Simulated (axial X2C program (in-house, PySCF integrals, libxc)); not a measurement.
**Low determinants of ZrBr⁻ at the PBE0 level, scalar-relativistic**

Computed with an axial X2C code built on PySCF integrals. Spin-free means the one-electron spin-free X2C Hamiltonian. Basis: Zr dyall-acv3z [12s13p10d6f3g], Br dyall-acv3z [9s10p7d5f1g] (cores contracted in-house); Gaussian nuclei, density fitting, unrestricted open shells. Masses: Zr 89.905 u, Br 78.918 u.

Search at 2.680 Å (vertical energies from the lowest determinant):

```csv
ΔE (eV),state,electrons beyond evenly filled partner blocks,"electrons in σ, π, δ, φ"
0.00,"M_S = 1, Λ = 0","δ+α, δ-α",34 32 10 0
0.16,"M_S = 1, Λ = 3","π+α, δ+α",34 33 9 0
0.25,"M_S = 1, Λ = 1","π-α, δ+α",34 33 9 0
0.27,"M_S = 2, Λ = 0","2 × σα, δ+α, δ-α",34 32 10 0
0.27,"M_S = 1, Λ = 0","π+α, π-α",34 34 8 0
0.39,"M_S = 2, Λ = 1","σα, π+α, δ+α, δ-α",33 33 10 0
0.45,"M_S = 0, Λ = 1","π-α, δ+β",34 33 9 0
```

Lowest determinant, M_S = 1, Λ = 0 (beyond evenly filled blocks: δ+α, δ-α): Re = 2.579 Å, ωe = 219.0 cm⁻¹.

The determinant in row 2 of the search, M_S = 1, Λ = 3 (beyond evenly filled blocks: π+α, δ+α), was followed along the bond at PBE0; measured from the minimum of the lowest determinant it gives:

Te = 0.168 eV (1359 cm⁻¹), Re = 2.600 Å, ωe = 211.1 cm⁻¹.

Problem. Compare the bond of the determinant in row 2 with that of the lowest one.

Solution. At PBE0 its Re is 0.021 Å longer and its force constant, which goes as ωe², is 0.93 times that of the lowest determinant. This determinant mixes spin states, so it has no term energy of its own.

The search compares states at one distance, so a state with another bond length can lie lower; it is not exhaustive and yields mostly the lowest determinant of each block pattern, so other components and higher states of one pattern are missing. These are energies of single determinants, not of spin-adapted states; PBE0 term energies can be off by some tenths of an eV, and the functional has no current term. The lowest determinant need not be the ground state where others lie within half an eV. For an anion, determinants above electron detachment are held by the basis set. The highest occupied level of some functionals is positive through self-interaction error; at Hartree–Fock it is bound. Row 1 is spin-contaminated (⟨S²⟩ = 2.49 against 2.00), so its values are not those of a pure state. Row 2 is spin-contaminated (⟨S²⟩ = 2.11 against 2.00), so its values are not those of a pure state. Row 1 has a positive highest level at its minimum. Row 2 has a positive highest level at its minimum.
